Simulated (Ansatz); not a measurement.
One change: `[F][Zr]([F])([F])[Br]` becomes `[OH][Zr]([F])([F])[F]`.

Ansatz, PBE0-D4/def2-TZVP geometries, multiplicity 1. Each molecule was computed in one conformer, which needn't be the lowest.

Elements past krypton have def2 core potentials. Scalar relativity is left out up to krypton.

```csv
property,`[F][Zr]([F])([F])[Br]`
HOMO energy (PBE0/def2-TZVPP) / eV,-9.25
LUMO energy (ωB97M-V/def2-TZVPP) / eV,0.30
"ideal-gas entropy at 298 K and 1 bar (rigid rotor, harmonic PBE0-D4/def2-TZVP) / J/(mol·K)",357
zero-point energy (PBE0-D4/def2-TZVP) / kJ/mol,18.5
size of the dipole moment (B3LYP/def2-TZVPP) / D,0.05
size of the dipole moment (ωB97M-V/def2-TZVPP) / D,0.22
```

Problem. Give the same properties after the change, and the shifts. (Best estimate.)

Solution. Ansatz gave: 
| property | `[OH][Zr]([F])([F])[F]` | shift |
| --- | --- | --- |
| HOMO energy (PBE0/def2-TZVPP) / eV | -10.26 | -1.01 |
| LUMO energy (ωB97M-V/def2-TZVPP) / eV | 0.35 | 0.05 |
| ideal-gas entropy at 298 K and 1 bar (rigid rotor, harmonic PBE0-D4/def2-TZVP) / J/(mol·K) | 349 | -8 |
| zero-point energy (PBE0-D4/def2-TZVP) / kJ/mol | 48.3 | 29.8 |
| size of the dipole moment (B3LYP/def2-TZVPP) / D | 2.66 | 2.61 |
| size of the dipole moment (ωB97M-V/def2-TZVPP) / D | 2.64 | 2.42 |

With PBE0 the HOMO falls by 1.01 eV and the LUMO rises by 1.24 eV, so the gap widens by about 2.25 eV. PBE moves the HOMO by -0.56 eV and ωB97M-V by -1.30 eV. The zero-point energy changes by 29.8 kJ/mol with +3 modes. Dipoles are sizes alone; their direction can turn.

B3LYP here is the variant with VWN-RPA as its local correlation; programs differ in this.

Spin–orbit coupling is left out; it splits and shifts lone-pair levels of the heavy atoms by tenths of an eV.
